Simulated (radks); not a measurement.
Question: Valence configurations of O II (all share [He]). All-electron calculation, scalar-relativistic Kohn-Sham, r2SCAN, spin-polarised, spherical densities, finite nucleus; open shells are filled with parallel spins first; meta-GGA in the generalised Kohn-Sham scheme; Fermi nuclear charge, rms radius 2.6991 fm. Program: a radial shooting solver on a logarithmic mesh with Libxc functionals. Order these by energy: 2p5; 2s1.5 2p3.5; 2s0.5 2p4.5; 2s1 2p4; 2s2 2p3.

Answer: From the lowest, in eV above it: 2s2 2p3 0.000; 2s1.5 2p3.5 8.219; 2s1 2p4 16.143; 2s0.5 2p4.5 27.740; 2p5 37.899. NIST lists [He] 2s2 2p3 as the ground configuration; this level of theory agrees among the configurations tried. The energies are those of spherical high-spin densities, not of single terms.
